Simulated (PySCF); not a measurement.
Two species compared at the same levels of theory.

First species: C5H6F4.
InChI=1S/C5H6F4/c1-4(7)2-5(8,9)3-6/h2H,3H2,1H3/b4-2-

Second species: C5H5F.
SMILES: `C#CC/C=C\F`

Levels: CAM-B3LYP/def2-SVPD for dipole moment, HOMO energy, LUMO energy, HOMO–LUMO gap, static isotropic polarisability and electronic spatial extent ⟨r²⟩ about the centre of nuclear charge; TDDFT CAM-B3LYP/def2-SVPD for lowest singlet excitation; TDA CAM-B3LYP/def2-SVPD for lowest triplet excitation (Tamm–Dancoff); GFN2-xTB for rotational constant A and rotational constant C. Geometries: GFN2-xTB. All species are isolated and taken at one optimised geometry, non-relativistic unless stated. Electronic properties by PySCF.

Dipoles, sizes and rotational constants follow the conformer. The torsions of the flexible species, by atom-mapped SMILES:
- `[CH3:1]/[C:2]([F:3])=[CH:4]/[C:5]([F:6])([F:7])[CH2:8][F:9]`: C2–C4–C5–F6 -123°, C4–C5–C8–F9 180°
- `[CH:1]#[C:2][CH2:3]/[CH:4]=[CH:5]\[F:6]`: C2–C3–C4–C5 122°

(1) Which has the higher HOMO–LUMO gap?

(2) Which has the higher rotational constant A?

(3) Which of the two has the higher rotational constant C, and by how much?

(4) Which has the higher HOMO energy?

(5) Which has the higher dipole moment?

(6) Which of the two has the higher static isotropic polarisability, and by how much?

(7) Which has the higher ⟨r²⟩?

(8) Which of the two has the higher LUMO energy, and by how much?

Results:

(1) The first: 10.26 eV against 10.17 eV, a difference of 0.09 eV.

(2) The second: 10.516 GHz against 2.699 GHz, a difference of 7.817 GHz.

(3) The second: 1.664 GHz against 0.848 GHz, a difference of 0.816 GHz.

(4) The second: -8.95 eV against -9.63 eV, a difference of 0.68 eV.

(5) The first: 4.73 D against 1.34 D, a difference of 3.39 D.

(6) The first: 64.5 au against 58.5 au, a difference of 6.0 au.

(7) The first: 1325 bohr² against 700 bohr², a difference of 625 bohr².

(8) The second: 1.22 eV against 0.63 eV, a difference of 0.59 eV.

On the first: The principal polarisabilities are 51.7, 60.8 and 80.9 au; their mean is the isotropic value. The vertical singlet–triplet gap S1 − T1 is 2.89 eV (TDDFT singlet less Tamm–Dancoff triplet; S1: HOMO→LUMO+1, weight 0.87; T1: HOMO→LUMO, weight 0.94).

On the second: The polarisability is 8.68 Å³ as a volume (1 au = 0.148185 Å³), or 1.33 au for each of the 44 electrons.
